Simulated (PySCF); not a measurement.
C₇H₈O₂Si, SMILES O=Cc1cccc(O[SiH3])c1 (GFN2-xTB optimised geometry):

```
18

O     -3.575     2.050    -0.001
C     -2.876     1.069    -0.001
C     -1.408     1.072     0.000
C     -0.713     2.282     0.000
C      0.668     2.280     0.001
C      1.366     1.084     0.000
C      0.684    -0.130     0.000
O      1.316    -1.316     0.000
Si     2.881    -1.772    -0.011
C     -0.707    -0.130     0.000
H     -3.319     0.053    -0.001
H     -1.276     3.203     0.001
H      1.212     3.212     0.001
H      2.446     1.076     0.000
H      3.552    -1.274    -1.213
H      3.575    -1.261     1.173
H      2.693    -3.212     0.000
H     -1.231    -1.074     0.000
```

Calculation: PySCF 2.14.0 with B3LYP/def2-SVP.

Problem. What are the frontier orbital energies and the dipole moment?

Solution. HOMO-2 -7.56 eV, HOMO-1 -7.10 eV, HOMO -6.76 eV, LUMO -1.89 eV, LUMO+1 -0.48 eV; dipole moment 3.77 D.

On the same geometry PBE/def2-SVP (PySCF 2.14.0) gives HOMO-2 -6.78 eV, HOMO-1 -5.97 eV, HOMO -5.68 eV, LUMO -2.62 eV, LUMO+1 -1.24 eV; dipole moment 3.73 D.

Meta-Löwdin charges at B3LYP/def2-SVP: O1 -0.38, C2 0.27, C3 -0.03, C4 -0.10, C5 -0.09, C6 -0.14, C7 0.22, O8 -0.55, Si9 0.77, C10 -0.12, H11 0.05, H12 0.12, H13 0.11, H14 0.11, H15 -0.12, H16 -0.13, H17 -0.10, H18 0.11.
